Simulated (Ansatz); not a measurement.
Species: sum formula H$_{3}$SiO$_{3}$ (charge -1, singlet). It need not be the lowest isomer of its formula. Whether it binds its extra electron was not tested at this geometry. 
Structure (B3LYP-D3(BJ)/def2-TZVP (Ansatz, a program for electronic structure) minimum search):
```xyz
7

O     -0.5955     1.1817    -0.8478
Si    -0.0507     0.2111     0.2439
O      1.5701    -0.2429     0.0076
O     -0.9189    -1.2456     0.3584
H     -0.0268     0.6542     1.6792
H      1.8232     0.0982    -0.8562
H     -1.5325    -1.2536    -0.3832
```
Charge -1, spin multiplicity 1.

Total electronic energies in hartree. Valence correlation only, unless marked. Spin-orbit coupling is left out. Non-relativistic. Basis-set limits of correlation are two-point, X^-3; Hartree-Fock from the larger set.

```json
[
 {"level": "HF/aug-cc-pV(T+d)Z", "program": "Ansatz", "energy (Eh)": "-515.54824"},
 {"level": "revPBE/def2-TZVPD", "program": "Ansatz", "energy (Eh)": "-517.13398"},
 {"level": "r2SCAN/def2-TZVPD", "program": "Ansatz", "energy (Eh)": "-517.14055"},
 {"level": "PBE0/6-31G*", "program": "Ansatz", "energy (Eh)": "-516.72788"},
 {"level": "PBE0-D4/def2-TZVPD", "program": "Ansatz + dftd4", "energy (Eh)": "-516.91240"},
 {"level": "wB97M-V/def2-TZVPD", "program": "Ansatz", "energy (Eh)": "-517.19387"},
 {"level": "CCSD/cc-pV(T+d)Z", "program": "Ansatz", "energy (Eh)": "-516.40469"},
 {"level": "CCSD/aug-cc-pV(Q+d)Z", "program": "Ansatz", "energy (Eh)": "-516.50956"},
 {"level": "CCSD(T)/CBS(aug-cc-pV(T+d)Z,aug-cc-pV(Q+d)Z)", "program": "Ansatz", "energy (Eh)": "-516.5880"}
]
```

Totals of different functionals don't rank their quality; only differences between species are comparable.
